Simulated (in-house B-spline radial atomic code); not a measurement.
The numbers below are computed, except where a source is named.
Weak and strong correlation along the adiabatic connection

Two-electron singlets in several external potentials (atomic units), by full CI in B-splines with partial waves to l = 8 (correlation energies up to 0.6 % small). The repulsion is scaled by λ at fixed density; W(λ) is the mean repulsion less the Hartree energy, W(0) = E_x, and the area under W from 0 to 1 is E_xc.

One system gave this curve:

| λ | W (hartree) |
| --- | --- |
| 0 | -1.7077 |
| 0.02 | -1.7097 |
| 0.05 | -1.7126 |
| 0.12 | -1.7192 |
| 0.25 | -1.7313 |
| 0.4 | -1.7447 |
| 0.6 | -1.7617 |
| 0.8 | -1.7778 |
| 1 | -1.7931 |
| 1.4 | -1.8215 |
| 2 | -1.8592 |
| 3 | -1.9114 |
| 4.5 | -1.9715 |
| 7 | -2.0414 |
| 10 | -2.097 |

(1) Which system is it?
A. −Z exp(−kr)/r, Z = 8.79, k = 3.27
B. ω²r²/2 − Z/r, ω = 0.565, Z = 1.5
C. −Z exp(−kr)/r, Z = 1.38, k = 0.123
D. ω²r²/2 − Z/r, ω = 4.42, Z = 0.5

## Answers

(1) D. The exchange energy sets the size: ω²r²/2 − Z/r, ω = 4.42, Z = 0.5: E_x = -1.71, E_c = -0.0446; −Z exp(−kr)/r, Z = 8.79, k = 3.27: E_x = -4.72, E_c = -0.0463; ω²r²/2 − Z/r, ω = 0.565, Z = 1.5: E_x = -0.925, E_c = -0.0396; −Z exp(−kr)/r, Z = 1.38, k = 0.123: E_x = -0.621, E_c = -0.041 hartree.
